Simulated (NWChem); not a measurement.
boron trifluoride (BF3); SMILES FB(F)F

```xyz
4

F      1.2547    -0.3780     0.0000
B      0.0000     0.0000     0.0000
F     -0.9547    -0.8976     0.0000
F     -0.3000     1.2756     0.0000
```
Atoms are numbered in this order, from 1.

Results from NWChem. Geometry: optimised at PBE0/def2-SVP. Not confirmed as a minimum by frequencies. GIAO values for the isolated, static molecule; σ is the absolute isotropic shielding.

Problem. Estimate the computed values for BHandHLYP/pcSseg-1. Quantities: σ F1 (ppm); σ B2 (ppm).

Solution. 
| Item | Value |
|---|---|
| σ F1 (ppm) | 312.9 |
| σ B2 (ppm) | 92.5 |
